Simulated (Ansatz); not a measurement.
Program: Ansatz. Geometries: PBE0-D4/def2-TZVP. ΔE: electronic, gas phase. CCSD(T)/CBS is the MP2 limit (def2-TZVPP, def2-QZVPP) plus CCSD(T) − MP2 in def2-TZVPP, frozen cores. This one scheme is used for every species. Functionals use def2-TZVPP. HSE06 is defined as in plane-wave codes.

`C#CB(C)C` + H–F → `C#CB(C)F` + CH₄  (ligand exchange at a B–C bond)

```csv
level,ΔE (kJ/mol)
PBE-D4,-138.2
revPBE-D4,-133.8
r2SCAN-D4,-146.9
HSE06-D4,-137.5
```

Problem. What does CCSD(T)/CBS give? (Best estimate.)

Solution. The calculation gave: -137.7 kJ/mol. The listed levels differ from it by -0.5, 3.9, -9.2, 0.2 kJ/mol.

Largest T1 diagnostic among the species: 0.013.

The D4 term adds +6.6 kJ/mol with B3LYP and +3.7 kJ/mol with PBE0; it sums over pairs of atoms, weighted by their polarisabilities, and B3LYP, whose exchange is more repulsive, gets the larger term. At CCSD(T), def2-SVP lies −29.1 kJ/mol from the extrapolated value and def2-TZVPP −5.1 kJ/mol.

B3LYP here is the variant with VWN-RPA as its local correlation; programs differ in this.
